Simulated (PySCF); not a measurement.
**Ionisation energy of Sb⁺ by level of theory**

Sb⁺ [Kr] 4d10 5s2 5p2 (3P) → Sb²⁺ [Kr] 4d10 5s2 5p1 (2P), as a difference of total energies. Computed with PySCF 2.14 in aug-cc-pVQZ-PP with one added diffuse shell each of s, p, d, f, g type with ECP28MDF (8s8p6d4f3g, 117 functions), with a scalar-relativistic core potential. Correlated levels: valence: 4s2 4p6 4d10 frozen. The calculations carry no spin-orbit coupling.

```json
{"method": "UHF", "ionisation energy (eV)": "16.005", "difference from reference (eV)": "-0.621"}
{"method": "LDA", "ionisation energy (eV)": "16.656", "difference from reference (eV)": "+0.030"}
{"method": "PBE", "ionisation energy (eV)": "16.467", "difference from reference (eV)": "-0.159"}
{"method": "PBE0", "ionisation energy (eV)": "16.531", "difference from reference (eV)": "-0.095"}
{"method": "r2SCAN", "ionisation energy (eV)": "16.657", "difference from reference (eV)": "+0.031"}
{"method": "wB97X-V", "ionisation energy (eV)": "16.354", "difference from reference (eV)": "-0.272"}
{"method": "M06", "ionisation energy (eV)": "16.220", "difference from reference (eV)": "-0.406"}
{"method": "B3LYP", "ionisation energy (eV)": "16.511", "difference from reference (eV)": "-0.115"}
{"method": "MP2 (valence)", "ionisation energy (eV)": "16.361", "difference from reference (eV)": "-0.265"}
{"method": "SCS-MP2 (valence)", "ionisation energy (eV)": "16.298", "difference from reference (eV)": "-0.328"}
```

Reference: 16.626 ± 0.025 eV (measured; NIST Atomic Spectra Database, ionization energies).

The reference lies between the lowest fine-structure levels, while these numbers refer to the centres of the terms.

Errors of the correlated levels include the incompleteness of this basis and the frozen core.
